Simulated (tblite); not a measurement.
Input of a run (GFN2-xTB geometry optimisation, gas phase (tblite 0.8.0)), started from a force field or distance geometry:
```
{"job": {"kind": "relax", "xc": "GFN2-xTB", "basis": "xTB"}, "charge": -1, "multiplicity": 1}
C      2.340000     0.067600    -0.438000
C      1.395200     0.044500     0.741500
S     -0.170300    -0.654500     0.440900
O     -1.047500    -0.538000     1.675900
O     -0.053200    -2.106700     0.145700
N     -1.074400     0.203800    -0.794800
S     -2.709900     0.455100    -0.319200
O     -2.914700     1.723500     0.461500
O     -3.514300     0.569900    -1.577400
F     -3.299400    -0.814600     0.613500
H      2.412200    -0.886300    -0.965100
H      2.132400     0.928300    -1.108800
H      3.336100     0.286500     0.006000
H      1.927400    -0.402000     1.608800
H      1.235900     1.130900     1.023300
```

Output (eV, eV/Å):
```
step      E/eV     max force
  0   -1019.70980    7.265
  1   -1020.75328    2.244
  2   -1021.07119    1.203
  3   -1021.20337    1.199
  4   -1021.33557    1.132
  5   -1021.40727    0.621
  6   -1021.43719    0.566
  7   -1021.47382    0.482
  8   -1021.49813    0.563
  9   -1021.51877    0.382
 10   -1021.53058    0.320
 11   -1021.53840    0.217
 12   -1021.54456    0.241
 13   -1021.55201    0.364
 14   -1021.56144    0.334
 15   -1021.57046    0.222
 16   -1021.57938    0.228
 17   -1021.59024    0.362
 18   -1021.60418    0.488
 19   -1021.61932    0.432
 20   -1021.63324    0.290
 21   -1021.64554    0.347
 22   -1021.65729    0.379
 23   -1021.66885    0.348
 24   -1021.67814    0.280
 25   -1021.68490    0.250
 26   -1021.69076    0.225
 27   -1021.69644    0.253
 28   -1021.70129    0.194
 29   -1021.70500    0.183
 30   -1021.70867    0.172
 31   -1021.71363    0.265
 32   -1021.71977    0.286
 33   -1021.72468    0.215
 34   -1021.72826    0.127
 35   -1021.73024    0.120
 36   -1021.73293    0.122
 37   -1021.73557    0.135
 38   -1021.73827    0.103
 39   -1021.74030    0.111
 40   -1021.74224    0.107
 41   -1021.74432    0.100
 42   -1021.74654    0.102
 43   -1021.74877    0.102
 44   -1021.75144    0.148
 45   -1021.75515    0.201
 46   -1021.75917    0.403
 47   -1021.76298    0.311
 48   -1021.77176    0.256
 49   -1021.78080    0.237
 50   -1021.78838    0.237
 51   -1021.79645    0.313
 52   -1021.80603    0.264
 53   -1021.81438    0.231
 54   -1021.82122    0.307
 55   -1021.82948    0.368
 56   -1021.83980    0.268
 57   -1021.85878    0.439
 58   -1021.86787    0.276
 59   -1021.87964    0.327
 60   -1021.89073    0.306
 61   -1021.90224    0.313
 62   -1021.91495    0.417
 63   -1021.92450    0.230
 64   -1021.93026    0.228
 65   -1021.93501    0.166
 66   -1021.93998    0.198
 67   -1021.94248    0.134
 68   -1021.94444    0.124
 69   -1021.94670    0.109
 70   -1021.94872    0.121
 71   -1021.95023    0.081
 72   -1021.95145    0.078
 73   -1021.95262    0.097
 74   -1021.95372    0.086
 75   -1021.95457    0.073
 76   -1021.95521    0.064
 77   -1021.95583    0.061
 78   -1021.95644    0.065
 79   -1021.95693    0.058
 80   -1021.95731    0.048
 81   -1021.95759    0.055
 82   -1021.95783    0.033
 83   -1021.95798    0.025
 84   -1021.95808    0.034
 85   -1021.95816    0.027
 86   -1021.95827    0.025
 87   -1021.95835    0.019
 88   -1021.95841    0.018
 89   -1021.95845    0.016
 90   -1021.95851    0.020
 91   -1021.95858    0.024
 92   -1021.95864    0.018
 93   -1021.95869    0.014
 94   -1021.95872    0.013
 95   -1021.95875    0.015
 96   -1021.95881    0.021
 97   -1021.95889    0.025
 98   -1021.95900    0.026
 99   -1021.95913    0.029
100   -1021.95925    0.037
101   -1021.95937    0.036
102   -1021.95949    0.027
103   -1021.95959    0.025
104   -1021.95969    0.024
105   -1021.95977    0.021
106   -1021.95986    0.021
107   -1021.95994    0.020
108   -1021.96000    0.020
109   -1021.96004    0.017
110   -1021.96007    0.014
111   -1021.96009    0.013
112   -1021.96011    0.010
```

Q: Summarise the run.

A: The energy falls by 51.9 kcal/mol over 112 L-BFGS steps, the largest force on an atom goes from 7.26 to 0.010 eV/Å, and the atoms move by 0.780 Å rms after alignment. The bond that changes most is N6–S7 (ends: nitrogen bonded to 2 S; sulfonyl sulfur), which shortens by 0.168 Å. Bonds longer at the end by more than 0.005 Å: 1 of 14; shorter: 11. Among the angles that change most is O4–S3–N6, from 103.7° to 113.3°. Among the dihedrals that turn most is O5–S3–N6–S7, from 99° to 172°. The energy never rose by more than 1e-5 eV on the way. The first step brought 46 % of the lowering.

Q: What are the final bond lengths?

A: C1–C2 1.510 Å, C2–S3 1.827 Å, S3=O4 1.442 Å, S3=O5 1.449 Å, S3–N6 1.601 Å, N6–S7 1.554 Å, S7=O8 1.434 Å, S7=O9 1.434 Å, S7–F10 1.663 Å, C1–H11 1.088 Å, C1–H12 1.088 Å, C1–H13 1.091 Å, C2–H14 1.087 Å, C2–H15 1.084 Å. Numbering counts from 1 in the input's order; the species is `CCS(=O)(=O)[N-]S(=O)(=O)F`.

Hardware: one thread of an AMD EPYC 9R45 (shared host). Cost: 0.68 s of wall time.

Its GFN2-xTB frequencies are all real (lowest 53 cm⁻¹). 3 starts were optimised and ended at 0.00, 0.88 and 2.69 kcal/mol (GFN2-xTB); the lowest of these is shown.

One conformer stands for the species.

These are computed values.
